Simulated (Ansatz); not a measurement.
Consider the formal exchange of groups at the Al–Si bond: `[AlH2][SiH]([SiH3])[SiH3]` + `N=C(F)F` → `N=[C](F)[AlH2]` + `F[SiH]([SiH3])[SiH3]`.

Gas-phase electronic energies from Ansatz, PBE0-D4/def2-TZVP geometries. CBS: MP2 limit from def2 TZ/QZ plus the TZ coupled-cluster correction, frozen cores. Functionals use def2-TZVPP. B3LYP here is the variant with VWN-RPA as its local correlation; programs differ in this. One conformer a species, not always the lowest.

Q: Is it downhill or uphill in electronic energy at CCSD(T)/CBS, and by how much? (An estimate is asked.)

A: Computed: Downhill: ΔE = -142.2 kJ/mol.

Q: What do these levels give: PBE-D4, B3LYP-D4, ωB97X-V, r2SCAN, B3LYP, HF/CBS(def2)? (An estimate is asked.)

A: Ansatz gave: PBE-D4 -108.0, B3LYP-D4 -136.8, ωB97X-V -129.8, r2SCAN -120.1, B3LYP -141.7, HF/CBS(def2) -150.1 kJ/mol.

Largest T1 diagnostic among the species: 0.014.

In def2-TZVPP, CCSD(T) changes the Hartree–Fock value by +14.7 kJ/mol (the triples alone add +3.3 kJ/mol) and MP2 by +7.8 kJ/mol. The D4 term adds +4.9 kJ/mol with B3LYP and +3.0 kJ/mol with PBE0; it sums over pairs of atoms, weighted by their polarisabilities, and B3LYP, whose exchange is more repulsive, gets the larger term.
